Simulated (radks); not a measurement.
Task: The mean radii <r> (bohr) of the occupied orbitals of an atom or ion are listed with their occupations. Method: Dirac Kohn-Sham, PBE, spin-unpolarised, spherical densities, point nucleus; computed with a radial shooting solver on a logarithmic mesh with Libxc functionals.

orbital  occ.      <r>
1s1/2       2  0.01773
2s1/2       2  0.07427
2p1/2       2  0.06133
2p3/2       4  0.06953
3s1/2       2   0.1925
3p1/2       2   0.1827
3p3/2       4   0.1973
3d3/2       4   0.1724
3d5/2       6   0.1769
4s1/2       2   0.4045
4p1/2       2   0.4034
4p3/2       4   0.4278
4d3/2     3.6   0.4217
4d5/2     5.4   0.4287

Name the element and its charge. Open shells, if any, are shared by 2j + 1.

Result: Z = 76, osmium, charge +31: Os31+ in [Kr] 4d9. The 1s radius gives Z: for a bare nucleus <r> = (2 gamma + 1)/(2Z) with gamma = sqrt(1 - (Z/c)^2), 0.01753 bohr for Z = 76, and screening makes it slightly larger (0.01773 here). The occupations add up to 45, and the charge is Z minus that.
